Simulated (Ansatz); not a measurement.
H$_{12}$Si$_{5}$, triplet, at a GFN2-xTB geometry of the parent state (a higher spin typed on purpose: for a closed-shell molecule this is an excited state); MP2/def2-SV(P) (Ansatz, an electronic-structure program).

The Ansatz input:
Ansatz 0.2 input:
```yaml
crystal:
  periodic: [false, false, false]
  atoms:
    - {symbol: Si, position_ang: [-0.39987379, -0.88118962, -2.13497317]}
    - {symbol: Si, position_ang: [0.00008728, 0.00003811, -0.00007686]}
    - {symbol: Si, position_ang: [-0.01936908, 2.34160751, -0.10489889]}
    - {symbol: Si, position_ang: [-1.67154749, -0.72989766, 1.47203667]}
    - {symbol: Si, position_ang: [2.09073072, -0.73054627, 0.76788792]}
    - {symbol: H, position_ang: [-1.68998104, -0.45654750, -2.68313463]}
    - {symbol: H, position_ang: [-0.41130091, -2.34577006, -2.14253522]}
    - {symbol: H, position_ang: [0.61550825, -0.47256910, -3.10822246]}
    - {symbol: H, position_ang: [0.23433488, 2.96233684, 1.19721786]}
    - {symbol: H, position_ang: [-1.30379917, 2.87015447, -0.56972258]}
    - {symbol: H, position_ang: [0.99732510, 2.86932833, -1.01760325]}
    - {symbol: H, position_ang: [-3.00679306, -0.28341603, 1.06836245]}
    - {symbol: H, position_ang: [-1.73661000, -2.19012134, 1.56527369]}
    - {symbol: H, position_ang: [-1.46866158, -0.23902180, 2.83697536]}
    - {symbol: H, position_ang: [2.17817573, -2.19028969, 0.84962613]}
    - {symbol: H, position_ang: [3.18787523, -0.30048259, -0.10188489]}
    - {symbol: H, position_ang: [2.40353971, -0.22377048, 2.10598823]}
basis:
  gaussian:
    orbitals: def2-SV_P_.json
magnetization: {spin_polarized: true, initial_magnetization: 2}
correlation: {method: mp2}
```
The basis file holds def2-SV(P) in the JSON format of the Basis Set Exchange.

Problem. Predict the main parts of the log of this Ansatz run.

Solution. 
```
Functional definition: HF
1214 factors; integrals over basis functions are off by at most 9.3e-4 eV
mean field evaluation 1: about -39476.7948 eV, gradient 1.5e1 eV
mean field evaluation 2: about -39476.9567 eV, gradient 1.5e1 eV
mean field evaluation 4: about -39479.9447 eV, gradient 2.7e0 eV
mean field evaluation 8: about -39480.7726 eV, gradient 1.4e0 eV
mean field evaluation 16: about -39481.2070 eV, gradient 2.6e-2 eV
mean field evaluation 32: about -39481.3349 eV, gradient 1.2e-1 eV
mean field evaluation 64: about -39481.1728 eV, gradient 2.9e0 eV
mean field evaluation 96: about -39481.3044 eV, gradient 1.5e0 eV
mean field evaluation 128: about -39481.3073 eV, gradient 2.5e-1 eV
mean field evaluation 160: about -39481.3402 eV, gradient 5.9e-4 eV
mean field evaluation 192: about -39480.5643 eV, gradient 2.2e0 eV
mean field evaluation 224: about -39480.2184 eV, gradient 1.6e0 eV
mean field evaluation 256: about -39481.2140 eV, gradient 4.5e-1 eV
mean field -39481.34117699 eV, -1450.9125268403 hartree, gradient 5.0e-6 eV, S^2 2.020868; 15 other end points of the search recorded, 0 dependent functions left out
25 core orbitals not correlated
reference -39481.34117699 eV, -1450.9125268403 hartree; 17, 15 occupied and 72, 74 virtual orbitals, 1214 factors
second order -11.11219905 eV of doubles, -0.00000000 eV of singles
Total energy: -39492.45337604 eV, -1451.3208926233 hartree
```
